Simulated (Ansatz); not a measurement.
A nudged elastic band was laid between two geometries of BrH + H6N2Si (11 atoms, charge 0, multiplicity 1).

Method: RKS BHLYP-D4/def2-SVP in Ansatz.

```yaml
movable_images: 9
climbing_image: yes
spring: 5.0 eV/Å²
optimiser: quadratic models (default)
start_path: through a guess of the saddle point
force_threshold: 0.05 eV/Å
iteration_limit: 60
end_points: relaxed
```

Initial state:

```xyz
11
Properties=species:S:1:pos:R:3
Si 0.002 0.219 -0.313
H 0.386 0.034 1.120
H 1.257 0.562 -1.031
N -1.053 1.522 -0.658
H -1.995 1.557 -0.308
H -0.705 2.430 -0.913
N -0.777 -1.250 -0.713
H -0.579 -2.107 -0.225
H -1.161 -1.413 -1.628
Br 0.614 -3.051 2.292
H 0.586 -1.644 2.099
```

Final state:

```xyz
11
Properties=species:S:1:pos:R:3
Si 0.483 -0.103 -0.714
H -1.636 -1.088 1.740
H 1.105 0.248 -2.005
N -0.415 1.257 -0.227
H -0.948 1.239 0.628
H -0.108 2.186 -0.460
N -0.542 -1.466 -0.640
H -0.177 -2.393 -0.505
H -1.445 -1.463 -1.088
Br 2.219 -0.670 0.603
H -1.962 -0.887 2.391
```

(1) What changes between the two ends?

(2) What energy profile does the band end with?

(3) What is the geometry of the highest image?

(4) What are the harmonic wavenumbers there?

The band took 27 iterations and of the order of 29 core-minutes.

Answers

(1) Bonds broken: Si1–H2, Br10–H11. Bonds formed: Si1–Br10, H2–H11. BrH + H6N2Si becomes BrH5N2Si + H2.

(2) It converged. The highest image is number 3 of 0 to 10, 113.9 kJ/mol above the first end and 194.9 kJ/mol above the last; the last end lies 81.0 kJ/mol below the first. A vibrational analysis at the climbing image gives one clearly imaginary mode, 487i cm⁻¹: a first-order saddle point. The orbitals stay closed-shell, which can raise the energy where a bond breaks towards radicals; this wasn't checked here.

| image | path coordinate (Å) | energy (kJ/mol) | Si1–H2 (Å) | Br10–H11 (Å) | Si1–Br10 (Å) |
| --- | --- | --- | --- | --- | --- |
| 0 | 0.00 | 0.0 | 1.50 | 1.42 | 4.23 |
| 1 | 1.04 | 0.7 | 1.50 | 1.42 | 4.02 |
| 2 | 2.09 | 19.8 | 1.51 | 1.45 | 3.41 |
| 3 | 3.13 | 113.9 | 1.80 | 2.01 | 2.89 |
| 4 | 4.11 | 43.8 | 2.38 | 2.34 | 2.45 |
| 5 | 5.09 | -39.2 | 2.97 | 2.58 | 2.30 |
| 6 | 6.08 | -73.4 | 3.71 | 2.84 | 2.26 |
| 7 | 7.06 | -78.2 | 4.19 | 3.27 | 2.26 |
| 8 | 8.04 | -78.2 | 4.02 | 3.28 | 2.26 |
| 9 | 9.02 | -79.1 | 3.39 | 3.81 | 2.25 |
| 10 | 10.00 | -81.0 | 3.39 | 4.55 | 2.25 |

(3) 
```xyz
11
Properties=species:S:1:pos:R:3:forces:R:3
Si 0.041 -0.170 -0.193 -0.01 -0.02 0.01
H -0.184 0.116 1.567 -0.01 0.03 -0.01
H 1.454 0.117 -0.384 -0.01 0.00 -0.01
N -0.789 1.268 -0.568 0.04 0.01 0.00
H -1.788 1.381 -0.531 0.00 -0.01 0.01
H -0.307 2.150 -0.605 -0.02 0.01 -0.01
N -0.919 -1.432 -0.728 0.00 0.01 0.00
H -0.722 -2.387 -0.482 0.00 0.00 0.00
H -1.718 -1.279 -1.320 0.00 0.00 -0.01
Br 1.276 -2.296 1.319 0.00 0.00 0.00
H 0.230 -0.609 1.649 0.01 -0.03 0.00
```

(4) 487i, 184, 188, 232, 289, 342, 382, 432, 439, 545, 734, 778, 846, 895, 917, 935, 950, 1015, 1399, 1552, 1601, 2435, 3093, 3688, 3698, 3798, 3812 cm⁻¹.

Run time: 7.8 min on 4 threads of Arm Neoverse V1, with other jobs on the host, peak memory 0.3 GiB.
